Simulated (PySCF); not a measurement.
# Copper: a sound run and one with changed settings

Sound run: Cu(2+) [Ar] 3d9, Cu(3+) [Ar] 3d8. Computed with PySCF 2.14 in cc-pVDZ-PP with ECP10MDF (4s4p3d1f, 38 functions), with scalar relativity through the core potential. The sound run starts from symmetry-adapted Hartree-Fock orbitals and uses a fine grid where one is needed.

Changed run: basis STO-3G, all-electron and non-relativistic. This setting is unsound on purpose.

```json
{"species": "Cu(2+)", "method": "UHF", "sound run (hartree)": "-195.29094", "changed run (hartree)": "-1619.11464", "converged": "yes"}
{"species": "Cu(2+)", "method": "M06-2X", "sound run (hartree)": "-196.31356", "changed run (hartree)": "-1620.14889", "converged": "yes"}
{"species": "Cu(2+)", "method": "BP86", "sound run (hartree)": "-196.32560", "changed run (hartree)": "-1620.30110", "converged": "yes"}
{"species": "Cu(3+)", "method": "UHF", "sound run (hartree)": "-194.03931", "changed run (hartree)": "-1618.76739", "converged": "yes"}
{"species": "Cu(3+)", "method": "M06-2X", "sound run (hartree)": "-194.94368", "changed run (hartree)": "-1619.72808", "converged": "yes"}
{"species": "Cu(3+)", "method": "BP86", "sound run (hartree)": "-194.96502", "changed run (hartree)": "-1619.89227", "converged": "yes"}
```

Ionisation energy of Cu(2+):

```tsv
method	sound run (eV)	changed run (eV)
UHF	34.059	9.449
M06-2X	37.276	11.451
BP86	37.023	11.125
```

A minimal basis cannot let orbitals breathe on ionisation and holds almost no correlation. The Hamiltonian changed with the basis, so the totals do not compare.

For comparison, NIST gives 36.841 ± 0.012 eV between the lowest levels.
